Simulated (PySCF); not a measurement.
Computed shifts of a molecule CH10FNSi3, PySCF with PBE0/pcSseg-1, GIAO, gas phase, atoms alike by connectivity averaged where their shifts nearly agree, in ppm (number of nuclei): ¹³C: 3.6 (1). ²⁹Si: 9.3 (1), -48.4 (1), -56.0 (1). ¹⁹F: -181.1 (1). ¹⁵N: 4.4 (1). ¹H: 5.46 (1), 4.94 (3), 4.76 (3), 0.69 (3). References: ¹³C against TMS (σ = 186.3 ppm); ²⁹Si against TMS (σ = 352.7 ppm); ¹⁹F against CFCl3 (σ = 167.2 ppm); ¹⁵N against NH3 (σ = 267.4 ppm); ¹H against TMS (σ = 31.56 ppm), references at their B3LYP-D3(BJ)/def2-TZVP geometries, non-relativistic. Coordinates come from a TPSSh-D3(BJ)/def2-SVP optimisation. One conformer was computed; it need not be the lowest.

Q: Pick the molecule that these values belong to.
(A) C[Si@H](F)N([SiH3])[SiH3]
(B) N[C@H]([SiH3])[SiH2][SiH2]F
(C) N[Si@H](F)C[SiH2][SiH3]
(D) N[Si]([SiH3])([SiH3])CF

A: A, C[Si@H](F)N([SiH3])[SiH3]
